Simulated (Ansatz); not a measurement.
`[SiH3]N[SiH2][GaH2]` at its PBE0-D4/def2-TZVP geometry, where that method's forces vanish. The species carries charge 0 and has multiplicity 1.

```json
{"atom": "Si1", "x (Å)": "-0.739", "y (Å)": "1.433", "z (Å)": "-0.275"}
{"atom": "N2", "x (Å)": "0.399", "y (Å)": "0.914", "z (Å)": "0.886"}
{"atom": "Si3", "x (Å)": "1.038", "y (Å)": "-0.718", "z (Å)": "0.902"}
{"atom": "Ga4", "x (Å)": "-0.210", "y (Å)": "-1.674", "z (Å)": "-0.937"}
{"atom": "H5", "x (Å)": "-1.099", "y (Å)": "0.197", "z (Å)": "-1.079"}
{"atom": "H6", "x (Å)": "-2.013", "y (Å)": "1.941", "z (Å)": "0.297"}
{"atom": "H7", "x (Å)": "-0.233", "y (Å)": "2.424", "z (Å)": "-1.260"}
{"atom": "H8", "x (Å)": "0.729", "y (Å)": "1.580", "z (Å)": "1.571"}
{"atom": "H9", "x (Å)": "0.804", "y (Å)": "-1.338", "z (Å)": "2.240"}
{"atom": "H10", "x (Å)": "2.521", "y (Å)": "-0.691", "z (Å)": "0.731"}
{"atom": "H11", "x (Å)": "0.374", "y (Å)": "-1.650", "z (Å)": "-2.397"}
{"atom": "H12", "x (Å)": "-1.571", "y (Å)": "-2.418", "z (Å)": "-0.678"}
```

**Question.** For each bond, give half the difference of the two atoms' forces along it (eV/Å; positive pushes the atoms apart) under PBE-D4, r2SCAN-D4, B3LYP-D4, ωB97M-V in def2-TZVPP. (An estimate is asked.)

**Answer.** Ansatz gave: 
| bond | length (Å) | PBE-D4 | r2SCAN-D4 | B3LYP-D4 | ωB97M-V |
| --- | --- | --- | --- | --- | --- |
| Si1–N2 | 1.706 | 0.10 | 0.02 | 0.14 | 0.14 |
| Si1–H5 | 1.518 | 0.08 | 0.01 | -0.08 | -0.12 |
| Si1–H6 | 1.486 | 0.04 | -0.03 | -0.12 | -0.16 |
| Si1–H7 | 1.486 | 0.04 | -0.03 | -0.11 | -0.15 |
| N2–Si3 | 1.752 | 0.09 | 0.04 | 0.12 | 0.13 |
| N2–H8 | 1.010 | 0.18 | 0.03 | -0.02 | -0.04 |
| Si3–Ga4 | 2.420 | -0.07 | 0.00 | 0.13 | 0.02 |
| Si3–H9 | 1.493 | 0.06 | -0.02 | -0.13 | -0.13 |
| Si3–H10 | 1.493 | 0.06 | -0.02 | -0.13 | -0.13 |
| Ga4–H11 | 1.573 | 0.04 | -0.07 | -0.03 | -0.07 |
| Ga4–H12 | 1.572 | 0.04 | -0.07 | -0.03 | -0.08 |

B3LYP here is the variant with VWN-RPA as its local correlation; programs differ in this.
